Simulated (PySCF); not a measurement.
Choosing a molecule for a target property.

Each SMILES stands for a single optimised conformer of the isolated species, non-relativistic unless stated; the electronic structure was computed with PySCF and density fitting.

The conformers computed, where there is a choice (atom-mapped SMILES and torsion angles):
- `[CH2:1]=[C:2]=[CH:3]/[C:4](=[CH:5]\[F:6])[CH2:7][NH2:8]`: C2–C3–C4–C5 179°, C3–C4–C7–N8 180°, H–N8–C7–C4 60°, H–N8–C7–C4 -61°
- `[CH3:1][C:2](=[O:3])[c:4]1[cH:5][cH:6][n:7][n:8][cH:9]1`: C1–C2–C4–C5 178°
- `[H]/[N:1]=[CH:2]\[c:3]1[cH:4][cH:5][cH:6][cH:7][n+:8]1[O-:9]`: N1–C2–C3–C4 180°
- `[H]/[N:1]=[CH:2]\[CH2:3][CH2:4][O:5][SiH3:6]`: N1–C2–C3–C4 128°, C2–C3–C4–O5 64°, C3–C4–O5–Si6 -175°

The conformers of `N#C[C@@H]1CCC[C@@H]1F` aren't listed.

(1) Wanted: lowest triplet excitation (Tamm–Dancoff) above 3 eV (TDA wB97X-D/def2-SVPD) and dipole moment above 1 D (wB97X-D/def2-SVPD), at GFN2-xTB geometries. Which candidate meets both?
A. `C=C=C/C(=C\F)CN`
B. `[O-][n+]1ccccc1/C=N\[H]`
C. `[SiH3]OCC/C=N\[H]`
D. `CC(=O)c1ccnnc1`

(2) Wanted: HOMO energy below -10 eV (wB97X-D/def2-SVPD) and HOMO–LUMO gap above 10 eV (wB97X-D/def2-SVPD), at GFN2-xTB geometries. Which candidate meets both?
A. `CC(=O)c1ccnnc1`
B. `C=C=C/C(=C\F)CN`
C. `[H]/N=C\CCO[SiH3]`
D. `N#C[C@@H]1CCC[C@@H]1F`
E. `[H]/N=C\c1cccc[n+]1[O-]`

(3) Wanted: static isotropic polarisability below 80 au (wB97X-D/def2-SVPD) and lowest singlet excitation above 5.4 eV (TDDFT wB97X-D/def2-SVPD), at GFN2-xTB geometries. Which candidate meets both?
A. `CC(=O)c1ccnnc1`
B. `N#C[C@@H]1CCC[C@@H]1F`
C. `C=C=C/C(=C\F)CN`
D. `[H]/N=C\CCO[SiH3]`
E. `[H]/N=C\c1cccc[n+]1[O-]`

## Answers

(1) C. Computed values:
```
                species  lowest triplet excitation (Tamm–Dancoff)  dipole moment
         CC(=O)c1ccnnc1                                   2.55 eV         2.12 D
[O-][n+]1ccccc1/C=N\[H]                                   2.68 eV         5.88 D
        C=C=C/C(=C\F)CN                                   3.49 eV         0.56 D
      [SiH3]OCC/C=N\[H]                                   4.48 eV         2.96 D
```

(2) D. Computed values:
```csv
species,HOMO energy,HOMO–LUMO gap
N#C[C@@H]1CCC[C@@H]1F,-11.07 eV,12.97 eV
[H]/N=C\CCO[SiH3],-9.19 eV,10.78 eV
CC(=O)c1ccnnc1,-8.86 eV,7.94 eV
[H]/N=C\c1cccc[n+]1[O-],-8.67 eV,8.28 eV
C=C=C/C(=C\F)CN,-8.48 eV,9.45 eV
```

(3) B. Computed values:
```
                species  static isotropic polarisability  lowest singlet excitation
  N#C[C@@H]1CCC[C@@H]1F                          70.6 au                    7.84 eV
      [H]/N=C\CCO[SiH3]                          74.0 au                    5.24 eV
         CC(=O)c1ccnnc1                          82.9 au                    3.14 eV
        C=C=C/C(=C\F)CN                          87.8 au                    5.57 eV
[H]/N=C\c1cccc[n+]1[O-]                          91.4 au                    3.71 eV
```
